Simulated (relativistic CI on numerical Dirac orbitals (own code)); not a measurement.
# Line list: Electric-dipole lines, In3+

Calculated at this level of theory: Dirac-Coulomb-Breit CI, KLI orbitals optimised for each configuration, model QED, valence Slater integrals scaled by 0.85, P86 correlation estimate, and configurations built on the next ion tied to the tabulated ionisation energy (semi-empirical) (own radial code, finite nucleus).

CI space (outside the closed core [Kr]): 4d¹⁰, 4d⁹5s, 4d⁹5p, 4d⁹5d, 4d⁹6s, 4d⁹4f, 4d⁹5f, 4d⁸5s², 4d⁹6p, 4d⁸4f², 4d⁹6d, 4d⁸5s5p, 4d⁹5g, 4d⁹6f, 4d⁹6g, 4d⁸5p², 4d⁸5s5d, 4d⁸4f5s. Levels of other configurations are missing.

| λ vac (Å) | Lower | Upper | A (s⁻¹) | gf | Branching (%) |
| --- | --- | --- | --- | --- | --- |
| 235.77 | 4d¹⁰ ¹S0 [1] | 4d⁹6f ¹P°1 [267] | 2.00e+11 | 5.00e+00 | 98.9 |
| 250.70 | 4d¹⁰ ¹S0 [1] | 4d⁹6f ³D°1 [238] | 4.04e+09 | 1.14e-01 | 84.7 |
| 259.86 | 4d¹⁰ ¹S0 [1] | 4d⁹5f ¹P°1 [205] | 1.65e+10 | 5.00e-01 | 97.1 |
| 266.29 | 4d¹⁰ ¹S0 [1] | 4d⁹5f ³D°1 [161] | 3.41e+09 | 1.09e-01 | 75.4 |
| 291.61 | 4d¹⁰ ¹S0 [1] | 4d⁹4f ¹P°1 [80] | 2.00e+10 | 7.65e-01 | 95.3 |
| 469.05 | 4d¹⁰ ¹S0 [1] | 4d⁹5p ³D°1 [16] | 1.37e+09 | 1.36e-01 | 52.4 |
| 474.38 | 4d¹⁰ ¹S0 [1] | 4d⁹5p ¹P°1 [14] | 8.21e+09 | 8.31e-01 | 88.5 |
| 1091.1 | 4d⁹5p ³P°2 [6] | 4d⁹5d ³P2 [21] | 2.41e+09 | 2.15e+00 | 67.9 |
| 1255.3 | 4d⁹5s ³D2 [3] | 4d⁹5p ³D°2 [17] | 8.41e+07 | 9.94e-02 | 6.9 |
| 1273.9 | 4d⁹5s ³D2 [3] | 4d⁹5p ³D°1 [16] | 1.56e+08 | 1.14e-01 | 6.0 |
| 1314.0 | 4d⁹5s ³D2 [3] | 4d⁹5p ¹P°1 [14] | 9.93e+07 | 7.71e-02 | 1.1 |
| 1332.4 | 4d⁹5s ³D3 [2] | 4d⁹5p ³D°3 [13] | 8.50e+08 | 1.58e+00 | 70.4 |
| 1334.9 | 4d⁹5s ³D1 [4] | 4d⁹5p ³D°2 [17] | 3.66e+08 | 4.89e-01 | 30.1 |
| 1355.9 | 4d⁹5s ³D1 [4] | 4d⁹5p ³D°1 [16] | 1.02e+09 | 8.42e-01 | 38.8 |
| 1371.2 | 4d⁹5s ³D2 [3] | 4d⁹5p ³D°3 [13] | 2.29e+08 | 4.51e-01 | 18.9 |
| 1375.8 | 4d⁹5s ³D2 [3] | 4d⁹5p ¹D°2 [12] | 5.82e+08 | 8.26e-01 | 55.3 |
| 1386.2 | 4d⁹5s ¹D2 [5] | 4d⁹5p ³D°2 [17] | 7.33e+08 | 1.06e+00 | 60.3 |
| 1401.4 | 4d⁹5s ³D1 [4] | 4d⁹5p ¹P°1 [14] | 1.18e+08 | 1.04e-01 | 1.3 |
| 1408.8 | 4d⁹5s ¹D2 [5] | 4d⁹5p ³D°1 [16] | 7.26e+07 | 6.48e-02 | 2.8 |
| 1424.7 | 4d⁹5s ³D3 [2] | 4d⁹5p ³F°4 [9] | 1.11e+09 | 3.04e+00 | 100.0 |
| 1442.3 | 4d⁹5s ³D2 [3] | 4d⁹5p ³F°2 [10] | 4.68e+08 | 7.30e-01 | 49.8 |
| 1458.1 | 4d⁹5s ¹D2 [5] | 4d⁹5p ¹P°1 [14] | 8.52e+08 | 8.14e-01 | 9.2 |
| 1472.0 | 4d⁹5s ³D1 [4] | 4d⁹5p ¹D°2 [12] | 2.25e+08 | 3.66e-01 | 21.4 |
| 1477.4 | 4d⁹5s ³D2 [3] | 4d⁹5p ³P°1 [8] | 8.46e+08 | 8.30e-01 | 67.5 |
| 1490.9 | 4d⁹5s ³D1 [4] | 4d⁹5p ³P°0 [11] | 1.02e+09 | 3.41e-01 | 100.0 |
| 1507.9 | 4d⁹5s ³D3 [2] | 4d⁹5p ³F°3 [7] | 2.45e+08 | 5.85e-01 | 28.6 |
| 1528.9 | 4d⁹5s ¹D2 [5] | 4d⁹5p ³D°3 [13] | 1.28e+08 | 3.15e-01 | 10.6 |
| 1534.6 | 4d⁹5s ¹D2 [5] | 4d⁹5p ¹D°2 [12] | 2.42e+08 | 4.28e-01 | 23.0 |
| 1548.4 | 4d⁹5s ³D1 [4] | 4d⁹5p ³F°2 [10] | 4.22e+08 | 7.59e-01 | 45.0 |
| 1557.7 | 4d⁹5s ³D2 [3] | 4d⁹5p ³F°3 [7] | 5.95e+08 | 1.52e+00 | 69.5 |
| 1572.7 | 4d⁹5s ³D3 [2] | 4d⁹5p ³P°2 [6] | 8.35e+08 | 1.55e+00 | 98.3 |
| 1588.9 | 4d⁹5s ³D1 [4] | 4d⁹5p ³P°1 [8] | 5.59e+07 | 6.35e-02 | 4.5 |
| 1617.9 | 4d⁹5s ¹D2 [5] | 4d⁹5p ³F°2 [10] | 4.90e+07 | 9.60e-02 | 5.2 |
| 1662.1 | 4d⁹5s ¹D2 [5] | 4d⁹5p ³P°1 [8] | 8.72e+07 | 1.08e-01 | 7.0 |
| 1764.5 | 4d⁹5s ¹D2 [5] | 4d⁹5p ³F°3 [7] | 1.61e+07 | 5.28e-02 | 1.9 |
| 2263.3 | 4d⁹5d ³P2 [21] | 4d⁹4f ³D°3 [66] | 4.07e+08 | 2.19e+00 | 46.3 |
| 2352.8 | 4d⁹5d ³G5 [22] | 4d⁹4f ³H°6 [63] | 8.20e+08 | 8.85e+00 | 100.0 |
| 2990.5 | 4d⁹5d ³G5 [22] | 4d⁹6p ³F°4 [50] | 2.40e+08 | 2.89e+00 | 40.9 |
| 3847.5 | 4d⁹6s ³D3 [36] | 4d⁹6p ³D°3 [53] | 1.66e+08 | 2.58e+00 | 26.6 |
| 4103.8 | 4d⁹6s ³D3 [36] | 4d⁹6p ³F°4 [50] | 2.01e+08 | 4.58e+00 | 34.3 |
| 4494.5 | 4d⁹6s ³D3 [36] | 4d⁹6p ³P°2 [48] | 1.57e+08 | 2.37e+00 | 24.2 |

Terms are leading LS components. Brackets give the number of a level in order of energy, since labels repeat. The list gives strong lines, with weight on those to low levels, without configurations that were not tied to measured data, without lines whose two gauges differ by over a factor of 2.5, among the lowest 300 of 1132 levels, so that lines to higher ones, which can be the strongest, are missing, and without lines across small gaps between configurations, and without 108 lines that miss the measured interval by over 3.5 %, start from a term whose rates miss tabulated ones by over 60 %, have gauges far apart or, lacking measured levels, span too small a gap for the errors found; lines with a level outside our table were not tested and can miss by more. Levels whose partners in the same complex of configurations lie outside the list can be far off, and so can their lines. Rates are taken at the computed energies, electric ones in the length gauge.

Configurations that consist of the next ion and one excited electron were tied to the tabulated ionisation energy; Rydberg ones are usually within 1,000 to 3,000 cm⁻¹ and the lowest ones within about 6,000 (9,000 in d shells), while levels on excited terms of the next ion carry the error of that term, and the other configurations can be misplaced by 10,000 cm⁻¹ or more. Rates follow the energies as ν³ (E1, M1) or ν⁵ (E2), so rates, branching and lifetimes can be off by large factors. The fine structure of a lone outer electron comes out too small, for d and f at times inverted, and misplaced configurations move strength between like terms. 40 of the 69 excited levels that our extract of the measured tables holds in this range could be paired (the sources list more); they are missed by 2684 cm⁻¹ on average and 11968 at most, and levels without a partner can miss by more.

Question: From the table, what is the radiative lifetime of 4d⁹5p ³D°1?

Answer: The listed rates from this level add up to about 2.62e+09 s⁻¹, 100 % of its decay; with all channels τ = 3.82e-10 s.

LS names give the leading component of a level, which can be under half, so a name can repeat, a term be missing and a line seem to break the LS rules.
